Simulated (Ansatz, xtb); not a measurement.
AlClH4Si2: which of two structures lies lower

Structure a: a singlet given by its coordinates. Structure b: a singlet given by its coordinates. Both are isolated molecules in the gas phase, relaxed with PBE-D3(BJ)/def2-SVP.

a (Å):

```tsv
atom	x (Å)	y (Å)	z (Å)
Al	0.5772	-0.2692	-0.2991
Cl	-0.6613	-1.6995	0.6513
Si	1.7254	0.9753	-1.8726
Si	-0.3609	2.1190	-1.2879
H	0.6980	-0.2105	-2.3015
H	-0.0755	3.3267	-0.4375
H	-1.3687	1.3148	-0.4527
H	-1.1456	2.5298	-2.5073
```

Close contacts (Å): Al1–Cl2 2.12, Al1–Si3 2.31, Al1–Si4 2.75, Si3–Si4 2.45, Al1–H5 2.01, Si3–H5 1.63, Si4–H6 1.50, Si4–H7 1.54, Si4–H8 1.51.

b (Å):

```xyz
8

Al   -1.0815    1.4890    0.0954
Cl    0.3070    1.9603    1.6401
Si   -0.6308   -0.4366   -1.2894
Si    1.0646    0.8041   -1.9961
H    -2.4311    2.3359    0.0398
H    -1.4975   -0.3798   -2.5402
H     1.4540    1.1103   -3.4214
H     2.1544    1.2691   -1.0697
```

Close contacts (Å): Al1–Cl2 2.13, Al1–Si3 2.41, Si3–Si4 2.22, Al1–H5 1.59, Si3–H6 1.52, Si4–H7 1.51, Si4–H8 1.50.

Energies in hartree; the thermal terms are from PBE-D3(BJ)/def2-SVP harmonic frequencies (ideal gas, rigid rotor, one conformer each, 1000 K, 1 atm) and include the zero-point energy:

|  | a | b |
| --- | --- | --- |
| E, CCSD(T)/def2-SVP | −1281.675684 | −1281.672200 |
| E, MP2/def2-SVP | −1281.603991 | −1281.600147 |
| E, MP2/def2-TZVPP | −1282.171226 | −1282.163956 |
| zero-point energy | 0.033281 | 0.032333 |
| H(1000 K) − E | 0.079692 | 0.079641 |
| G(1000 K) − E | −0.121765 | −0.125479 |

Correct the CCSD(T) difference for the basis set by the MP2 change, then work out ΔE, ΔE₀, ΔH and ΔG for a → b in kcal/mol (1 Eh = 627.51 kcal/mol) and the equilibrium ratio [b]/[a].

1. Differences b − a: CCSD(T) +0.003484, MP2 in the small set +0.003844, MP2 in the large set +0.007270 Eh.
2. ΔE = +0.003484 + (+0.007270 − (+0.003844)) = +0.006910 Eh = +4.34 kcal/mol.
3. ΔE₀ = ΔE + ΔZPE = +0.006910 + (−0.000948) Eh = +3.74 kcal/mol.
4. ΔH = ΔE + (−0.000051) Eh = +4.30 kcal/mol.
5. ΔG = ΔE + (−0.003714) Eh = +2.01 kcal/mol, so ΔS = (ΔH − ΔG)/T = +9.6 J/(mol K).
6. kT = 3.1668 mEh, so K = [b]/[a] = exp(−ΔG/kT) = exp(−1.01) ≈ 0.36.

Structure a is favoured at this temperature. An error of 1 kcal/mol in ΔG would change K by a factor of 1.7. HF/def2-SVP gave ΔE the other sign. Mirror images and further conformers aren't counted.

Other levels gave ΔE = +6.3 (PBE-D3(BJ)/def2-SVP); −1.3 (HF/def2-SVP); +2.4 (MP2/def2-SVP); +2.2 (CCSD(T)/def2-SVP) kcal/mol. The correlated steps freeze 20 core orbitals. Programs: Ansatz 0.2.0.
